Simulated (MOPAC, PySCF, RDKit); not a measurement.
Dimer: C2H6 (SMILES CC) (first 8 atoms) with CH4S (SMILES CS); geometry from B3LYP-D3(BJ)/def2-TZVP, rigid monomers moved along the line of their centres of mass till C1···H11 is 3.37 Å.
(charge 0, multiplicity 1):
```xyz
14

C     -0.52662     0.55892     0.23314
C      0.54677    -0.52324     0.16284
H     -1.27739     0.42072    -0.54717
H     -0.09607     1.55381     0.10067
H     -1.04303     0.54068     1.19448
H      0.11665    -1.51697     0.30424
H      1.30963    -0.38017     0.93140
H      1.05494    -0.52026    -0.80340
C      0.84751     0.86191     4.24772
S     -0.30919    -0.52745     4.47379
H      0.71955     1.32675     3.27266
H      0.60204     1.58949     5.01940
H      1.87871     0.54272     4.38243
H      0.15771    -1.29369     3.47544
```

Counterpoise-corrected where a basis set is named; no monomer relaxation. Rows marked so take none. RDKit's UFF carries no charges.

Rows in 6-31G* carry no dispersion term and start afresh at each structure (6-31G* with six Cartesian d functions). The state that PM3 reach isn't checked.

The values were computed with MOPAC for PM3 (differences of heats of formation); PySCF for 6-31G* rows; RDKit for the force fields. 

### Question
One of these levels gives -2.1 kJ/mol for the interaction energy. Name it.
(A) BP86/6-31G* (no counterpoise)
(B) PM3
(C) UFF

### Answer
B, PM3. The others give -6.3 (UFF), 1.2 (BP86/6-31G* (no counterpoise))
